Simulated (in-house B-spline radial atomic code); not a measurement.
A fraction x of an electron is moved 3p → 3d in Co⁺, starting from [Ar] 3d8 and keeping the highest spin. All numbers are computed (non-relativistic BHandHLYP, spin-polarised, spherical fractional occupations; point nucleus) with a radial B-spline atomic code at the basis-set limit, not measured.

Caution: exact exchange at fractional occupations of open shells leaves self-interaction of up to several eV.

```json
{"x": "0", "E(x) - E(0) (eV)": "0.0000", "3p down level (eV)": "-75.475", "3d down level (eV)": "-11.462"}
{"x": "0.125", "E(x) - E(0) (eV)": "7.9573", "3p down level (eV)": "-75.040", "3d down level (eV)": "-11.735"}
{"x": "0.25", "E(x) - E(0) (eV)": "?", "3p down level (eV)": "?", "3d down level (eV)": "?"}
{"x": "0.375", "E(x) - E(0) (eV)": "23.6063", "3p down level (eV)": "-74.166", "3d down level (eV)": "-12.280"}
{"x": "0.5", "E(x) - E(0) (eV)": "?", "3p down level (eV)": "?", "3d down level (eV)": "?"}
{"x": "0.625", "E(x) - E(0) (eV)": "38.9003", "3p down level (eV)": "-73.286", "3d down level (eV)": "-12.822"}
{"x": "0.75", "E(x) - E(0) (eV)": "46.4139", "3p down level (eV)": "-72.845", "3d down level (eV)": "-13.092"}
{"x": "0.875", "E(x) - E(0) (eV)": "53.8384", "3p down level (eV)": "-72.402", "3d down level (eV)": "-13.362"}
{"x": "1", "E(x) - E(0) (eV)": "61.1738", "3p down level (eV)": "-71.957", "3d down level (eV)": "-13.630"}
```

Q: What belongs in the row x = 0.25?

A: An energy change of 15.8261 eV; 3p down at -74.604 eV, 3d down at -12.008 eV.

Q: What belongs in the row x = 0.5?

A: An energy change of 31.2977 eV; 3p down at -73.727 eV, 3d down at -12.551 eV.

Q: Check Janak's theorem between x = 0.625 and 0.75.

A: The slope of the energy is 60.11 eV; the orbital levels give 60.11 eV (ε of the receiving orbital less ε of the emptying one, averaged over the two points).
